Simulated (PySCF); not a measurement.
Computed shifts of a molecule C3H4O2Si, PBE0/pcSseg-1 run with PySCF, GIAO, gas phase, atoms alike by connectivity averaged where their shifts nearly agree, in ppm (number of nuclei): ¹³C: 178.4 (1), 161.7 (1), 112.9 (1). ²⁹Si: -15.5 (1). ¹H: 6.17 (1), 5.69 (2), 5.33 (1). References: ¹³C against TMS (σ = 186.3 ppm); ¹⁷O against H2O (σ = 334.2 ppm); ²⁹Si against TMS (σ = 352.7 ppm); ¹H against TMS (σ = 31.56 ppm), references at their B3LYP-D3(BJ)/def2-TZVP geometries, non-relativistic. Geometry: PBE0-D3(BJ)/def2-SVP. One conformer was computed; it need not be the lowest.

Q: Identify the compound among the candidates.
A) O=C1C=C[SiH2]O1
B) O=C1CC(=O)[SiH2]1
C) C=C1OC(=O)[SiH2]1
D) O=C1OC=C[SiH2]1

A: C, C=C1OC(=O)[SiH2]1
